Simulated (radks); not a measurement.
The sulfur anion S-, [Ne] 3s2 3p5, held by a Watson sphere: a shell of charge +0.71 at radius R that stands for the Madelung well of a crystal (potential energy -0.71/R inside, -0.71/r outside, in hartree with lengths in bohr). Calculated with a radial shooting solver on a logarithmic mesh with Libxc functionals: non-relativistic Kohn-Sham, PBE, spin-polarised, spherical densities, point nucleus; open shells are filled with parallel spins first. Response by self-consistent Sternheimer equations with the Hartree and adiabatic LDA kernel. The sphere does not respond.

| R (bohr) | e(3s down) (eV) | e(3p up) (eV) | e(3p down) (eV) | <r> 3p (bohr) | sum of <r^2> (bohr^2) | X-ray form factor at sin(theta)/lambda = 0.3 1/angstrom | alpha (bohr^3) |
|---|---|---|---|---|---|---|---|
| 1.87 | -14.618 | -5.461 | -4.704 | 2.132 | 35.83 | 9.025 | 27.06 |
| 2.66 | -13.796 | -4.882 | -4.160 | 2.228 | 38.68 | 8.996 | 33.59 |
| 2.75 | -13.708 | -4.808 | -4.088 | 2.238 | 38.96 | 8.996 | 34.46 |
| 2.79 | -13.669 | -4.774 | -4.056 | 2.242 | 39.09 | 8.996 | 34.85 |
| 3.02 | -13.453 | -4.582 | -3.870 | 2.264 | 39.77 | 8.997 | 37.17 |
| 3.37 | -13.145 | -4.293 | -3.588 | 2.295 | 40.70 | 9.000 | 40.83 |
| 3.62 | -12.939 | -4.094 | -3.393 | 2.313 | 41.29 | 9.002 | 43.50 |
| 4.16 | -12.535 | -3.696 | -2.999 | 2.347 | 42.35 | 9.006 | 49.27 |
| 4.23 | -12.487 | -3.648 | -2.951 | 2.351 | 42.46 | 9.006 | 50.01 |
